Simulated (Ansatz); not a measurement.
`NB(N)S` + H–F → `NB(N)F` + H₂S  (ligand exchange at a B–S bond)

Computed with Ansatz on PBE0-D4/def2-TZVP structures; ΔE is electronic, products minus reactants. CBS: MP2 limit from def2 TZ/QZ plus the TZ coupled-cluster correction, frozen cores. This one scheme is used for every species. Functionals use def2-TZVPP. B3LYP here is the variant with VWN-RPA as its local correlation; programs differ in this. One conformer a species, not always the lowest.

`NB(N)S`:

Z-matrix (Å, degrees):
```
N
B 1 1.411
H 1 1.004 2 122.9
H 1 1.002 2 123.2 3 -175.0
N 2 1.411 1 122.3 3 2.9
S 2 1.844 1 121.3 3 -177.7
H 5 1.003 2 122.8 1 -173.9
H 5 1.004 2 123.3 1 5.9
H 6 1.340 2 97.0 1 13.7
```

H–F:

Cartesian coordinates in Å:
```
F -0.436 0.146 -0.018
H 0.436 -0.146 0.018
```

`NB(N)F`:

```xyz
8

N    -0.875    0.390   -0.828
B     0.360    0.039   -0.250
N     0.527   -0.427    1.070
F     1.466    0.156   -1.015
H    -0.933    0.716   -1.776
H    -1.756    0.341   -0.353
H    -0.223   -0.552    1.723
H     1.434   -0.662    1.428
```

H₂S:

```xyz
3

S     0.024   -0.490    0.378
H     0.567   -0.210   -0.816
H    -0.591    0.700    0.438
```

| level | ΔE (eV) |
| --- | --- |
| r2SCAN | -0.89 |
| B3LYP | -0.99 |
| LC-ωPBE | -0.88 |
| HF/def2-QZVPP | -1.14 |

What does CCSD(T)/CBS give? (An estimate is asked.)

Computed: -0.81 eV. The listed levels differ from it by -0.08, -0.18, -0.07, -0.33 eV.

Largest T1 diagnostic among the species: 0.011.

In def2-TZVPP, CCSD(T) changes the Hartree–Fock value by +0.28 eV (the triples alone add +0.05 eV) and MP2 by +0.36 eV. At CCSD(T), def2-SVP lies −0.22 eV from the extrapolated value and def2-TZVPP −0.05 eV.
